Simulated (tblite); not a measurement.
Species: C₄H₁₂FGeN.
SMILES with atom numbers: `[CH3:1][CH:2]([CH3:3])[NH:4][Ge@H:5]([CH3:6])[F:7]` (hydrogens: H8, H9, H10 on C1; H11 on C2; H12, H13, H14 on C3; H15 on N4; H16 on Ge5; H17, H18, H19 on C6)

Computed with GFN2-xTB (tblite), gas phase: L-BFGS steps from a force-field or distance-geometry start until the largest atomic force falls under 0.01 eV/Å.

Step 80: E = -661.7389 eV
```
atom  x, y, z in Å  |  force x, y, z in eV/Å
C1     -2.0838   -0.2790    1.2556   -0.028  -0.024   0.048
C2     -0.9201    0.1537    0.3664   -0.034  -0.025   0.026
C3     -1.4329    0.6830   -0.9727   -0.006   0.029   0.040
N4     -0.0018   -0.9658    0.1998   -0.023   0.033   0.001
Ge5     1.6783   -0.8446   -0.4495   -0.031  -0.031   0.005
C6      2.7374    0.6970    0.1582   -0.019   0.007  -0.021
F7      1.6024   -0.6229   -2.2276    0.036  -0.003  -0.027
H8     -1.7113   -0.7340    2.1699    0.028   0.044   0.028
H9     -2.6999   -1.0149    0.7416    0.011   0.012  -0.029
H10    -2.7090    0.5732    1.5139    0.041  -0.018  -0.020
H11    -0.3630    0.9523    0.8739    0.008  -0.053  -0.030
H12    -2.0597   -0.0638   -1.4572    0.054   0.006  -0.020
H13    -0.5880    0.9096   -1.6201   -0.030  -0.005  -0.042
H14    -2.0185    1.5868   -0.8269   -0.023   0.021   0.004
H15    -0.5038   -1.7777   -0.1385   -0.022   0.001   0.008
H16     2.2505   -2.2339   -0.3769    0.039  -0.012   0.003
H17     3.1648    0.5325    1.1409   -0.006  -0.035   0.021
H18     2.1103    1.5821    0.1937   -0.035   0.053   0.005
H19     3.5385    0.8757   -0.5520    0.039  -0.001   0.000
```

Step 81: E = -661.7401 eV
```
atom  x, y, z in Å  |  force x, y, z in eV/Å
C1     -2.0830   -0.2801    1.2571    0.008  -0.010   0.017
C2     -0.9215    0.1512    0.3643    0.004  -0.018   0.015
C3     -1.4333    0.6867   -0.9727   -0.014   0.019   0.035
N4     -0.0035   -0.9675    0.1953   -0.009   0.000   0.000
Ge5     1.6789   -0.8472   -0.4486   -0.034  -0.030  -0.009
C6      2.7360    0.6959    0.1600   -0.020   0.001  -0.021
F7      1.6019   -0.6175   -2.2267    0.042  -0.013  -0.016
H8     -1.7062   -0.7160    2.1789    0.014   0.044   0.029
H9     -2.6893   -1.0303    0.7531    0.001   0.008  -0.032
H10    -2.7153    0.5717    1.4971    0.024  -0.019   0.002
H11    -0.3601    0.9463    0.8708    0.007  -0.021  -0.008
H12    -2.0641   -0.0557   -1.4567    0.037  -0.015  -0.038
H13    -0.5904    0.9125   -1.6235   -0.028  -0.014  -0.020
H14    -2.0153    1.5918   -0.8238   -0.027   0.034   0.011
H15    -0.5031   -1.7811   -0.1420   -0.030   0.004   0.007
H16     2.2526   -2.2374   -0.3767    0.027   0.006  -0.002
H17     3.1627    0.5315    1.1434   -0.011  -0.024   0.011
H18     2.1057    1.5791    0.1933   -0.021   0.048   0.011
H19     3.5375    0.8755   -0.5500    0.031  -0.001   0.009
```

Step 82: E = -661.7408 eV
```
atom  x, y, z in Å  |  force x, y, z in eV/Å
C1     -2.0829   -0.2810    1.2582    0.034  -0.001  -0.011
C2     -0.9226    0.1497    0.3635    0.026  -0.007   0.002
C3     -1.4339    0.6891   -0.9721   -0.018   0.006   0.018
N4     -0.0044   -0.9679    0.1929   -0.009  -0.037  -0.007
Ge5     1.6784   -0.8486   -0.4491   -0.022  -0.017  -0.017
C6      2.7348    0.6953    0.1601   -0.017   0.003  -0.011
F7      1.6025   -0.6148   -2.2277    0.042  -0.021  -0.008
H8     -1.7038   -0.7077    2.1828    0.006   0.033   0.032
H9     -2.6856   -1.0358    0.7573   -0.004   0.001  -0.025
H10    -2.7162    0.5712    1.4901    0.000  -0.006   0.016
H11    -0.3591    0.9429    0.8690    0.012   0.001   0.012
H12    -2.0641   -0.0525   -1.4573    0.017  -0.022  -0.043
H13    -0.5926    0.9145   -1.6254   -0.022  -0.011  -0.001
H14    -2.0156    1.5944   -0.8222   -0.024   0.030   0.014
H15    -0.5027   -1.7841   -0.1411   -0.028   0.018   0.009
H16     2.2558   -2.2384   -0.3754    0.015   0.017  -0.007
H17     3.1606    0.5291    1.1441   -0.018  -0.014  -0.005
H18     2.1036    1.5788    0.1938   -0.003   0.030   0.010
H19     3.5378    0.8751   -0.5490    0.014  -0.001   0.020
```

Step 83: E = -661.7413 eV
```
atom  x, y, z in Å  |  force x, y, z in eV/Å
C1     -2.0822   -0.2814    1.2588    0.038   0.002  -0.023
C2     -0.9227    0.1486    0.3631    0.031   0.003  -0.009
C3     -1.4347    0.6908   -0.9713   -0.019  -0.006  -0.002
N4     -0.0051   -0.9689    0.1910   -0.016  -0.062  -0.013
Ge5     1.6776   -0.8498   -0.4502   -0.005  -0.003  -0.018
C6      2.7333    0.6951    0.1597   -0.014   0.007   0.000
F7      1.6039   -0.6139   -2.2290    0.040  -0.027  -0.004
H8     -1.7021   -0.7030    2.1854   -0.001   0.022   0.026
H9     -2.6845   -1.0377    0.7590    0.004   0.003  -0.010
H10    -2.7153    0.5714    1.4871   -0.013   0.000   0.022
H11    -0.3579    0.9407    0.8680    0.016   0.012   0.022
H12    -2.0630   -0.0511   -1.4585    0.000  -0.021  -0.035
H13    -0.5947    0.9159   -1.6265   -0.014  -0.002   0.013
H14    -2.0168    1.5960   -0.8206   -0.017   0.016   0.015
H15    -0.5035   -1.7863   -0.1408   -0.022   0.032   0.013
H16     2.2595   -2.2380   -0.3733    0.006   0.021  -0.012
H17     3.1581    0.5270    1.1445   -0.026  -0.007  -0.018
H18     2.1020    1.5794    0.1940    0.014   0.010   0.006
H19     3.5384    0.8746   -0.5478   -0.003  -0.001   0.028
```

Q: Estimate the geometry and energy of step 84. (The exact step hangs on the optimiser's Hessian estimate; all steps are aligned on step 83, rigid shifts and turns removed.)

A: E = -661.7420 eV, largest force 0.083 eV/Å
```
atom  x, y, z in Å  |  force x, y, z in eV/Å
C1     -2.0809   -0.2817    1.2596    0.024   0.006  -0.023
C2     -0.9221    0.1474    0.3627    0.024   0.011  -0.017
C3     -1.4358    0.6922   -0.9702   -0.014  -0.017  -0.022
N4     -0.0061   -0.9708    0.1885   -0.027  -0.076  -0.020
Ge5     1.6765   -0.8508   -0.4519    0.015   0.010  -0.013
C6      2.7309    0.6954    0.1591   -0.010   0.009   0.010
F7      1.6069   -0.6152   -2.2307    0.036  -0.031  -0.005
H8     -1.7002   -0.6991    2.1882   -0.009   0.009   0.008
H9     -2.6845   -1.0379    0.7599    0.023   0.010   0.012
H10    -2.7135    0.5720    1.4861   -0.017   0.002   0.021
H11    -0.3555    0.9380    0.8678    0.017   0.017   0.022
H12    -2.0615   -0.0502   -1.4606   -0.014  -0.013  -0.017
H13    -0.5973    0.9170   -1.6274   -0.003   0.012   0.024
H14    -2.0185    1.5976   -0.8186   -0.008  -0.007   0.014
H15    -0.5063   -1.7881   -0.1424   -0.009   0.045   0.016
H16     2.2644   -2.2365   -0.3702   -0.002   0.021  -0.017
H17     3.1542    0.5251    1.1446   -0.035   0.000  -0.025
H18     2.1001    1.5807    0.1934    0.030  -0.008   0.003
H19     3.5393    0.8742   -0.5454   -0.022   0.000   0.030
```

The energy changes by -0.0007 eV. The first-order estimate −F·Δx gives -0.0009 eV and the mean of the old and new forces, exact on a quadratic surface, -0.0007 eV. The step makes an angle of 64° with the force vector and moves no atom by more than 0.006 Å.

The cost below is that of the whole relaxation. On one thread of an Arm Neoverse N1, shared host with 64 logical CPUs at a one-minute load of 62, this took 1.9 s wall.
